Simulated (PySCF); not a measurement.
K(OH) (HKO), SMILES [K][OH].

Coordinates come from a PBE0-D3(BJ)/def2-TZVPD optimisation. The isomer is the one that the SMILES or the coordinates give; other isomers of the formula were not compared.

These are PySCF with PBE0-D3(BJ)/def2-TZVPD values and carry that method's errors.

Frequencies are harmonic and unscaled.

Modes within 1.5 cm⁻¹ of each other (mostly degenerate sets) share a row, with their intensities summed.

| mode | ν (cm⁻¹) | IR (km/mol) | Raman (Å⁴/amu) | depolarisation | moving atoms (share of kinetic energy) |
|---|---|---|---|---|---|
| 1–2 | 346 | 185.2 | 11.8 | 0.75 | H 88 %, O 11 % |
| 3 | 444 | 112.5 | 7.2 | 0.04 | O 65 %, K 30 % |
| 4 | 3951 | 0.8 | 183.7 | 0.18 | H 94 % |
